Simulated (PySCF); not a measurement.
Geometries of 3 isomers of GeH7NSi, from PySCF 2.14.0, PBE0-D3(BJ)/def2-SVP geometry optimisation, gas phase. One conformer each, no zero-point energy, no frequencies.

Question: Which is lowest in electronic energy at this level?
A.
```xyz
10
angstrom
Si     1.554    0.262    0.257
N      0.149   -0.370   -0.541
Ge    -1.615   -0.155   -0.066
H      2.679   -0.723    0.191
H      2.068    1.548   -0.320
H      1.183    0.514    1.682
H      0.288   -0.750   -1.473
H     -2.384   -1.426   -0.472
H     -2.262    1.064   -0.760
H     -1.641    0.046    1.458
```
B.
```xyz
10
angstrom
N      1.544    0.773    0.628
Si     0.559   -0.621    0.308
Ge    -1.714    0.060    0.485
H      2.548    0.661    0.722
H      1.330    1.642    0.151
H      0.744   -1.273   -1.036
H      0.881   -1.660    1.333
H     -2.672   -1.092    0.123
H     -1.995    1.229   -0.484
H     -2.048    0.541    1.910
```
C.
```xyz
10
angstrom
N      1.652    0.791    0.563
Ge     0.593   -0.664    0.155
Si    -1.671    0.061    0.322
H      2.644    0.573    0.625
H      1.544    1.572   -0.079
H      0.854   -1.278   -1.249
H      0.919   -1.741    1.208
H     -2.601   -1.045   -0.065
H     -1.905    1.219   -0.596
H     -1.979    0.488    1.721
```

Answer: B. That is `N[SiH2][GeH3]`, 2.7 kcal/mol below the next.

```
           SMILES  atoms numbered as above       E (Eh)  relative (kcal/mol)  relative (kJ/mol)  dipole (D)
    N[SiH2][GeH3]  [NH2:1][SiH2:2][GeH3:3]  -2424.62686                  0.0                0.0        1.60
 [SiH3][NH][GeH3]   [SiH3:1][NH:2][GeH3:3]  -2424.62256                  2.7               11.3        0.99
[NH2][GeH2][SiH3]  [NH2:1][GeH2:2][SiH3:3]  -2424.61136                  9.7               40.7        1.25
```
